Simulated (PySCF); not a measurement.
Cl4Hf, singlet, at a GFN2-xTB geometry (such geometries of metal compounds can be far from the true shape) (core potentials on Hf); DF-BLYP/def2-SVP (PySCF).

Input for PySCF:
```python
from pyscf import gto, scf, dft

mol = gto.M(
    atom='''
Hf   -0.00000000    0.00000000   -0.00000000
Cl    1.78045031   -0.57805925   -1.23717810
Cl    0.66517234    0.48418292    2.08755314
Cl   -0.98826069    1.79908379   -0.90631327
Cl   -1.45736195   -1.70520746    0.05593824
''',
    basis='def2-svp',
    ecp={'Hf': 'def2-svp'},
    verbose=4,
)

mf = dft.RKS(mol)
mf.xc = 'blyp'
mf.grids.level = 1
mf = mf.density_fit(auxbasis='def2-universal-jkfit')
mf.kernel()
```

Output, abridged:

```
PySCF version 2.14.0

[INPUT] verbose = 4
[INPUT] num. atoms = 5
[INPUT] num. electrons = 80
[INPUT] charge = 0
[INPUT] spin (= nelec alpha-beta = 2S) = 0
[INPUT] symmetry False subgroup None
[INPUT] Mole.unit = angstrom
[INPUT] Symbol           X                Y                Z      unit          X                Y                Z       unit  Magmom
[INPUT]  1 Hf     0.000000000000   0.000000000000   0.000000000000 AA    0.000000000000   0.000000000000   0.000000000000 Bohr   0.0
[INPUT]  2 Cl     1.780450310000  -0.578059250000  -1.237178100000 AA    3.364563464297  -1.092373666271  -2.337927776310 Bohr   0.0
[INPUT]  3 Cl     0.665172340000   0.484182920000   2.087553140000 AA    1.256993548236   0.914973112992   3.944903705076 Bohr   0.0
[INPUT]  4 Cl    -0.988260690000   1.799083790000  -0.906313270000 AA   -1.867542043774   3.399775638245  -1.712683863359 Bohr   0.0
[INPUT]  5 Cl    -1.457361950000  -1.705207460000   0.055938240000 AA   -2.754014949862  -3.222375084965   0.105707953490 Bohr   0.0

nuclear repulsion = 442.866969157707
number of shells = 44
number of NR pGTOs = 201
number of NR cGTOs = 104
basis = def2-svp
ecp = {'Hf': 'def2-svp'}

******** <class 'pyscf.df.df_jk.DFRKS'> ********
method = DFRKS
initial guess = minao
damping factor = 0
level_shift factor = 0
DIIS = <class 'pyscf.scf.diis.CDIIS'>
diis_start_cycle = 1
diis_space = 8
diis_damp = 0
SCF conv_tol = 1e-09
SCF conv_tol_grad = None
SCF max_cycles = 50
direct_scf = False
XC library pyscf.dft.libxc version 7.1.2
    S. Lehtola, C. Steigemann, M. J. T. Oliveira, and M. A. L. Marques,  SoftwareX 7, 1–5 (2018)
XC functionals = blyp
    A. D. Becke,  Phys. Rev. A 38, 3098 (1988)
    C. Lee, W. Yang, and R. G. Parr,  Phys. Rev. B 37, 785 (1988)
    B. Miehlich, A. Savin, H. Stoll, and H. Preuss,  Chem. Phys. Lett. 157, 200 (1989)
radial grids:
    Treutler-Ahlrichs [JCP 102, 346 (1995); DOI:10.1063/1.469408] (M4) radial grids

becke partition: Becke, JCP 88, 2547 (1988); DOI:10.1063/1.454033
pruning grids: <function nwchem_prune>
grids dens level: 1
symmetrized grids: False
atomic radii adjust function: <function treutler_atomic_radii_adjust>
small_rho_cutoff = 0
Set gradient conv threshold to 3.16228e-05
Initial guess from minao.
tot grids = 34104
init E= -1876.18093283468
  HOMO = -0.488130684070001  LUMO = -0.352123738589026  gap/eV = 3.70094
cycle= 1 E= -1887.98323054369  delta_E= -11.8  |g|=  1.4  |ddm|= 7.64
  HOMO = -0.225972443833328  LUMO = 0.035214810934502  gap/eV = 7.10727
cycle= 2 E= -1887.26207258122  delta_E= 0.721  |g|= 1.93  |ddm|=  3.8
  HOMO = -0.275224117235537  LUMO = -0.0559127758548862  gap/eV = 5.96777
cycle= 3 E= -1888.50020198644  delta_E= -1.24  |g|= 0.229  |ddm|= 2.61
  HOMO = -0.304710859806497  LUMO = -0.0894636850029772  gap/eV = 5.85717
cycle= 4 E= -1888.51234616941  delta_E= -0.0121  |g|= 0.0731  |ddm|= 0.42
  HOMO = -0.2947832788437  LUMO = -0.0812611974307621  gap/eV = 5.81023
cycle= 5 E= -1888.51345926659  delta_E= -0.00111  |g|= 0.0235  |ddm|= 0.113
  HOMO = -0.29600927237446  LUMO = -0.080287045212443  gap/eV = 5.87010
cycle= 6 E= -1888.51360972105  delta_E= -0.00015  |g|= 0.000671  |ddm|= 0.0254
  HOMO = -0.295904444623154  LUMO = -0.0801419909560375  gap/eV = 5.87120
cycle= 7 E= -1888.51360985541  delta_E= -1.34e-07  |g|= 7.81e-05  |ddm|= 0.001
  HOMO = -0.295902836225318  LUMO = -0.0801419548984887  gap/eV = 5.87115
cycle= 8 E= -1888.51360985611  delta_E= -6.99e-10  |g|= 6.25e-05  |ddm|= 0.000181
  HOMO = -0.295905163920125  LUMO = -0.0801422009495754  gap/eV = 5.87121
cycle= 9 E= -1888.51360985739  delta_E= -1.28e-09  |g|= 1.95e-06  |ddm|= 8.24e-05
  HOMO = -0.295905201938165  LUMO = -0.080142406586774  gap/eV = 5.87120
cycle= 10 E= -1888.51360985739  delta_E= 1.82e-12  |g|= 3.31e-07  |ddm|= 2.11e-06
  HOMO = -0.295905200619068  LUMO = -0.0801424514889884  gap/eV = 5.87120
Extra cycle  E= -1888.51360985738  delta_E= 9.09e-13  |g|= 5.05e-07  |ddm|= 7.92e-07
converged SCF energy = -1888.51360985738
```
